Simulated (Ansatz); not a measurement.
Cost and result up the ladder for the cluster Li₃Cl₂ (5 atoms). Charge 0, multiplicity 2. Geometry: PBE0-D4/def2-TZVP.

Cartesian coordinates in Å:
```
Li -0.227 -1.536 -0.530
Li -1.117 1.062 0.485
Li 1.390 0.795 0.155
Cl -0.159 0.391 -1.596
Cl 0.113 -0.711 1.485
```

Ansatz on 4 threads of Arm Neoverse V1 on a shared host. Times are rough, and most runs start from the orbitals of an earlier one. PBE0-D4/def2-TZVP serves as the yardstick here, not as an exact answer. Binding counts from free atoms at the same level (Li doublet, Cl doublet; other spins of the atoms weren't run), without zero-point energy or a counterpoise term.

HSE06 is defined as in plane-wave codes, on full-range PBE exchange. Correlated methods freeze 10 core orbitals; core or outer-core shells of Li are correlated, in sets that lack core-valence functions. Another isomer (doublet) lies 0.46 eV lower at PBE0-D4/def2-TZVP; other spin states weren't run for this one.

Correlated methods converge slowly with the basis.

```
                         level  functions  wall time  binding energy per atom (eV)  difference from PBE0-D4/def2-TZVP (eV)
             PBE0-D4/def2-TZVP        116      1.4 s                          2.36                                    0.00
PBE-D4/def2-TZVP (with forces)        116      1.7 s                          2.39                                    0.04
            HSE06-D4/def2-TZVP        116      1.8 s                          2.36                                    0.01
            BHLYP-D4/def2-TZVP        116        2 s                          2.32                                   -0.04
           r2SCAN-D4/def2-TZVP        116      3.9 s                          2.40                                    0.05
            CCSD(T)/def2-TZVPP        141       37 s                          2.32                                   -0.03
```
